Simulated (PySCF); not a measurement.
Ionisation energy of K by level of theory

K [Ar] 4s1 (2S) → K⁺ [Ar] (1S), as a difference of total energies. All numbers are calculated (PySCF 2.14, the non-relativistic Hamiltonian (point nucleus), in def2-QZVPPD). Correlated levels: valence and next inner shell: [Ne] frozen. The calculations carry no spin-orbit coupling.

| method | ionisation energy (eV) |
| --- | --- |
| UHF | 4.008 |
| MP2 (valence and next inner shell) | 4.279 |
| SCS-MP2 (valence and next inner shell) | 4.224 |
| CCSD (valence and next inner shell) | 4.277 |
| CCSD(T) (valence and next inner shell) | 4.298 |

Problem. How much does correlation contribute at CCSD(T) (valence and next inner shell)?

Solution. 4.298 − (4.008) = 0.290 eV, measured against UHF.

These non-relativistic numbers lack the scalar-relativistic shift.

Errors of the correlated levels include the incompleteness of this basis and the frozen core.

For comparison: 4.341 eV (measured; NIST Atomic Spectra Database, ionization energies).
